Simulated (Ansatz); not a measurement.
Basis sets compared for Si3Sn⁻. Total charge -1; doublet. Geometry r2SCAN-D4/def2-SVPD. Ansatz on 4 threads of Arm Neoverse N1 on a shared host; times are rough, and most runs start from earlier orbitals.

```xyz
4

Si    1.140    0.051    0.360
Si    0.083    2.059   -0.060
Si   -1.132    0.122   -0.365
Sn   -0.090   -2.231    0.065
```

In the def2 sets Sn takes a core potential; there is no spin–orbit coupling. At PBE-D4/def2-SVPD, PBE-D4/def2-TZVPD the highest occupied level of the charge -1 doublet lies above zero (up to 0.20 eV). By energy differences its removal costs 2.00 eV (vertical, to the charge 0 singlet, at CCSD(T)/def2-TZVPPD). The structure comes from a short search, and lower isomers may exist.

```csv
level,functions,energy (Eh),HOMO (eV),LUMO (eV),wall time
PBE-D4/def2-SVPD,104,-1082.1338,0.20,0.93,2.8 s
PBE0-D4/def2-SVPD,104,-1082.2080,-0.54,1.60,4 s
```

(1) Estimate the rows for PBE-D4/def2-TZVPD, PBE0-D4/def2-TZVPD.

## Answers

(1) 
```csv
level,functions,energy (Eh),HOMO (eV),LUMO (eV),wall time
PBE-D4/def2-TZVPD,185,-1082.4362,0.11,0.82,5.5 s
PBE0-D4/def2-TZVPD,185,-1082.5068,-0.61,1.50,9.5 s
```
